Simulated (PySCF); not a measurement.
# Worked example: dipole moment from atomic charges

C4H4, SMILES C=C1C=C1. Atoms are numbered in the order given.

```xyz
8

C      0.0000     0.0000     1.5957
C      0.0000     0.0000     0.2626
C      0.0000     0.6616    -1.0217
C      0.0000    -0.6616    -1.0217
H      0.0000    -0.9376     2.1554
H      0.0000     0.9376     2.1554
H      0.0000     1.5835    -1.6001
H      0.0000    -1.5835    -1.6001
```
Charge 0, spin multiplicity 1.

The structure is a stationary point at B3LYP-D3(BJ)/def2-SVP.

Charges (e) from r2SCAN/def2-TZVPD (PySCF):

```json
[
 {"atom": "C1", "IAO": "-0.472", "ESP fit": "-0.875"},
 {"atom": "C2", "IAO": "0.045", "ESP fit": "0.371"},
 {"atom": "C3", "IAO": "-0.118", "ESP fit": "-0.211"},
 {"atom": "C4", "IAO": "-0.118", "ESP fit": "-0.211"},
 {"atom": "H5", "IAO": "0.151", "ESP fit": "0.253"},
 {"atom": "H6", "IAO": "0.151", "ESP fit": "0.253"},
 {"atom": "H7", "IAO": "0.181", "ESP fit": "0.211"},
 {"atom": "H8", "IAO": "0.181", "ESP fit": "0.211"}
]
```

The dipole moment of the full density is 2.15 D.

Task: What dipole moment does each set of point charges give, and which comes closer to that of the density?

Result: 
μ = Σ q r, and 1 e Å = 4.8032 D.
IAO: Σ q r = (0.000, 0.000, -0.429) e Å, |μ| = 2.06 D.
ESP fit: Σ q r = (0.000, 0.000, -0.452) e Å, |μ| = 2.17 D.
ESP fit comes closer in size. Point charges leave out the atoms' own dipoles (lone pairs, polarised bonds); fits to the potential absorb them, partitions of the density don't.
